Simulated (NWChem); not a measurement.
# AlF₄ anion; SMILES [F][Al-]([F])([F])[F]

```xyz
5

Al     0.0000     0.0000     0.0000
F      1.1152    -0.9727    -0.8700
F     -1.0897    -1.0093     0.8606
F      0.8526     0.9969     1.1073
F     -0.8781     0.9851    -1.0979
```
Atoms are numbered in this order, from 1.

Level: B3LYP/def2-SVPD (NWChem), optimised geometry, unscaled harmonic frequencies. 

Question: List the harmonic frequencies with IR intensities, and the thermochemistry.

Answer: 
```csv
frequency (cm⁻¹),IR intensity (km/mol)
188,0.0
188,0.0
292,40.5
292,40.5
292,40.5
599,0.0
774,210.4
775,210.4
775,210.4
```

| Quantity | Value |
|---|---|
| zero-point energy | 6.0 kcal/mol |
| thermal correction to the enthalpy at 298.15 K (with zero-point energy) | 10.1 kcal/mol |
| heat capacity Cv | 17.8 cal/(mol K) |
| entropy at 298.15 K and 1 atm (symmetry number 12) | 71.4 cal/(mol K) |

Rigid rotor and harmonic oscillator.
